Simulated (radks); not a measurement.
Q: The mercury ion Hg12+ is in [Xe] 4f14. Method: Dirac Kohn-Sham, relativistic LDA (MacDonald-Vosko exchange, VWN5 correlation), spin-unpolarised, spherical densities, finite nucleus; Fermi nuclear charge, rms radius of each element as measured or else 0.836 A^(1/3) + 0.57 fm; computed with a radial shooting solver on a logarithmic mesh with Libxc functionals. Sub-shells are occupied by j as written (lower j first in brackets). One electron is removed from 5p1/2, 5p3/2, 4f5/2, 4f7/2 in turn, with full relaxation. Which removal costs least, and what does each cost?

A: 5p3/2 276.34 eV; 5p1/2 299.20 eV; 4f7/2 333.63 eV; 4f5/2 338.08 eV. The 5p3/2 electron leaves first.
